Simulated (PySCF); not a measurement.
TeCl2, SMILES [Te](Cl)Cl. Atoms are numbered in the order given.

```xyz
3

Te     0.0000     0.0000     0.5954
Cl     0.0000     1.8010    -0.9106
Cl     0.0000    -1.8010    -0.9106
```
Charge 0, spin multiplicity 1.

Geometry optimised at PBE-D3(BJ)/def2-TZVP. The isomer is the one that the SMILES or the coordinates give; other isomers of the formula were not compared. The def2 effective core potentials stand for the cores of Te; spin–orbit coupling is left out.

Method: r2SCAN/def2-TZVPD (PySCF).

```
Quantity                                                                                                        Value
---------------------------------------------------------------------------------------------  ----------------------
total energy                                                                                      -1188.53264 hartree
point group                                                                                                       C2v
highest occupied level                                                                                       -5.84 eV
lowest empty level                                                                                           -3.59 eV
orbital gap                                                                                                   2.25 eV
dipole moment                                                                                                  1.86 D
quadrupole, principal values (traceless, Buckingham form, about the centre of nuclear charge)  -3.08, -0.93, 4.00 D·Å
mean static polarisability                                                                      70.2 bohr³ (10.40 Å³)
polarisability, principal values                                                               54.7, 67.8, 88.0 bohr³
```
